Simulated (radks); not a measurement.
Charge is removed step by step from the 1s down level of the aluminium ion Al3+, starting from 1s(up 1, down 1) 2s2 2p6. All-electron calculation, scalar-relativistic Kohn-Sham, BLYP, spin-polarised, spherical densities, finite nucleus; Fermi nuclear charge, rms radius 3.061 fm. Program: a radial shooting solver on a logarithmic mesh with Libxc functionals.

removed (e)  E - E(0) (eV)  eigenvalue (eV)
0                    0.000          -1548.0
0.125               194.50          -1564.1
0.25                390.99          -1579.9
0.375               589.44          -1595.4
0.5                 789.79          -1610.4
0.625               991.97          -1624.6
0.75                1195.9          -1637.8
0.875               1401.3          -1648.8

The mean slope of the eigenvalue, de/dn, is 115 eV per electron.
